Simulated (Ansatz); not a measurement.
Isolated molecules relaxed with PBE0-D4/def2-TZVP in Ansatz; ΔE leaves out vibrations. CBS: MP2 limit from def2 TZ/QZ plus the TZ coupled-cluster correction, frozen cores. This one scheme is used for every species. Functionals use def2-TZVPP. Each species was taken in one conformer, which may not be the lowest.

Consider the ligand exchange at the Si–C bond: `CC[SiH2]N` + CH₃NH₂ → `CN[SiH2]N` + `CC`.

```tsv
level	ΔE (eV)
BHLYP	-0.80
RPA@PBE/def2-TZVPP	-0.71
CCSD(T)/def2-TZVPP	-0.73
HF/def2-QZVPP	-0.83
```

(1) What does CCSD(T)/CBS give? (An estimate is asked.)

Largest T1 diagnostic among the species: 0.010.

Results:

(1) Computed: -0.74 eV. The listed levels differ from it by -0.06, 0.03, 0.01, -0.09 eV.

From BLYP to BHLYP (50 % exact exchange), in def2-TZVPP and without D4, ΔE moves by −0.05 eV. Leaving LDA and LC-ωPBE aside and taking each functional with its dispersion term where it has one, the values, not all of them listed here, spread over 0.12 eV, from BHLYP-D4 to revPBE-D4. LDA lies −0.05 eV from PBE without D4.
